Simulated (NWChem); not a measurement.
Molecule: CH3BrFIn; SMILES [F][In]([Br])[CH3]

```xyz
7

In    -0.0667    -0.6582    -0.0311
F     -1.9342    -1.0810    -0.4524
Br     0.1807     1.7691     0.4012
C      1.4310    -2.1805     0.0116
H      2.4035    -1.7370     0.2582
H      1.4694    -2.6593    -0.9764
H      1.1488    -2.9255     0.7679
```
Atoms are numbered in this order, from 1.

Level: PBE0/def2-SVP with def2 effective core potentials on In (NWChem), optimised geometry, unscaled harmonic frequencies. This build's default masses of Se (78.918 u) and Br (79.917 u) are each other's, which moves their modes by up to 0.6 %. def2 effective core potentials on In; no spin-orbit coupling.

### Question
List the harmonic frequencies with IR intensities, and the thermochemistry.

### Answer
```json
[
 {"frequency (cm⁻¹)": "26", "IR intensity (km/mol)": "0.1"},
 {"frequency (cm⁻¹)": "88", "IR intensity (km/mol)": "1.9"},
 {"frequency (cm⁻¹)": "117", "IR intensity (km/mol)": "10.3"},
 {"frequency (cm⁻¹)": "131", "IR intensity (km/mol)": "20.4"},
 {"frequency (cm⁻¹)": "254", "IR intensity (km/mol)": "31.6"},
 {"frequency (cm⁻¹)": "516", "IR intensity (km/mol)": "13.6"},
 {"frequency (cm⁻¹)": "609", "IR intensity (km/mol)": "65.2"},
 {"frequency (cm⁻¹)": "727", "IR intensity (km/mol)": "30.8"},
 {"frequency (cm⁻¹)": "755", "IR intensity (km/mol)": "51.8"},
 {"frequency (cm⁻¹)": "1183", "IR intensity (km/mol)": "2.2"},
 {"frequency (cm⁻¹)": "1424", "IR intensity (km/mol)": "3.0"},
 {"frequency (cm⁻¹)": "1428", "IR intensity (km/mol)": "3.3"},
 {"frequency (cm⁻¹)": "3082", "IR intensity (km/mol)": "0.8"},
 {"frequency (cm⁻¹)": "3204", "IR intensity (km/mol)": "0.1"},
 {"frequency (cm⁻¹)": "3219", "IR intensity (km/mol)": "0.3"}
]
```

```yaml
zero_point_energy: 24.0 kcal/mol
thermal correction to the enthalpy at 298.15 K (with zero-point energy): 28.9 kcal/mol
heat capacity Cv: 19.7 cal/(mol K)
entropy at 298.15 K and 1 atm (symmetry number 1): 89.9 cal/(mol K)
```

Rigid rotor and harmonic oscillator; modes under 100 cm⁻¹ make the entropy uncertain.
